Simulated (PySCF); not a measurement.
Excitation energy of Ti by level of theory

Ti [Ar] 3d2 4s2 (3F) → Ti [Ar] 3d2 4s1 4p1 (high-spin determinant), as a difference of total energies. Calculation: PySCF 2.14, in dyall-av2z; no relativity, point nucleus. Correlated levels: valence: [Ar] frozen; virtual orbitals above 40 to 60 times the deepest correlated orbital energy dropped. The calculations carry no spin-orbit coupling.

```tsv
method	excitation energy (cm⁻¹)
UHF	7978.0
LDA	16925
PBE	15420
PBE0	14384
r2SCAN	12869
B3LYP	17389
wB97X-V	15408
TPSS	14652
PW91	15427
MP2 (valence)	13302
SCS-MP2 (valence)	15152
```

A first-order spin-orbit estimate (lowest level to lowest level, LS coupling) adds -0.008 eV.

The determinant of the upper state mixes LS terms, which raises its energy above the lowest term, most at the Hartree-Fock and MP2 levels.
